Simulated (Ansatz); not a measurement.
TlH₂ (the lowest doublet isomer of a short search), 3 atoms. Hardware: 4 threads of Intel Xeon on a shared host.

In the def2 sets Tl takes a core potential; there is no spin–orbit coupling. Correlated methods freeze 4 core orbitals; core or outer-core shells of Tl are correlated, in sets that lack core-valence functions.

Task: How many basis functions does each of these Ansatz runs have, and roughly what does it cost? CCSD(T)/def2-TZVPD, charge 0 doublet, energy, from earlier orbitals; RPA@PBE/def2-TZVP, charge 0 doublet, energy, from earlier orbitals; r2SCAN-D4/def2-TZVPD, charge -1 triplet at the geometry of the charge 0 doublet, energy, from earlier orbitals; CCSD(T)/def2-TZVPP, charge 0 doublet, energy, from earlier orbitals; PBE0-D4/def2-TZVPD, charge -1 triplet at the geometry of the charge 0 doublet, energy; B97M-V/def2-TZVP, charge 0 doublet, energy, from earlier orbitals; CCSD(T)/def2-TZVPP, charge 0 quartet, energy, from earlier orbitals; HSE06-D4/def2-TZVP, charge 0 doublet, energy, from earlier orbitals; PBE-D4/def2-TZVP, charge 1 triplet at the geometry of the charge 0 doublet, energy, from earlier orbitals; PBE-D4/def2-TZVPD, charge -1 triplet at the geometry of the charge 0 doublet, energy, from earlier orbitals; PBE-D4/def2-TZVP, charge 0 quartet, energy, from earlier orbitals; MP2/def2-TZVP, charge 0 doublet, energy, from earlier orbitals.

Result: Other jobs shared the machine, so times can vary by a factor of up to 3. A dash marks memory too small to be measured apart from the calling script's.

```csv
run,functions,fitting or Cholesky vectors,wall time,peak host memory (GiB)
"MP2/def2-TZVP, charge 0 doublet, energy, from earlier orbitals",62,584,0.35 s,–
"PBE-D4/def2-TZVP, charge 0 quartet, energy, from earlier orbitals",62,477,0.4 s,–
"PBE-D4/def2-TZVP, charge 1 triplet at the geometry of the charge 0 doublet, energy, from earlier orbitals",62,477,0.4 s,–
"PBE-D4/def2-TZVPD, charge -1 triplet at the geometry of the charge 0 doublet, energy, from earlier orbitals",74,540,0.45 s,–
"PBE0-D4/def2-TZVPD, charge -1 triplet at the geometry of the charge 0 doublet, energy",74,625,0.5 s,–
"HSE06-D4/def2-TZVP, charge 0 doublet, energy, from earlier orbitals",62,547,0.5 s,–
"RPA@PBE/def2-TZVP, charge 0 doublet, energy, from earlier orbitals",62,584,0.6 s,–
"r2SCAN-D4/def2-TZVPD, charge -1 triplet at the geometry of the charge 0 doublet, energy, from earlier orbitals",74,540,0.95 s,–
"B97M-V/def2-TZVP, charge 0 doublet, energy, from earlier orbitals",62,477,1.1 s,–
"CCSD(T)/def2-TZVPD, charge 0 doublet, energy, from earlier orbitals",74,667,1.2 s,–
"CCSD(T)/def2-TZVPP, charge 0 doublet, energy, from earlier orbitals",78,626,1.4 s,–
"CCSD(T)/def2-TZVPP, charge 0 quartet, energy, from earlier orbitals",78,624,1.4 s,–
```
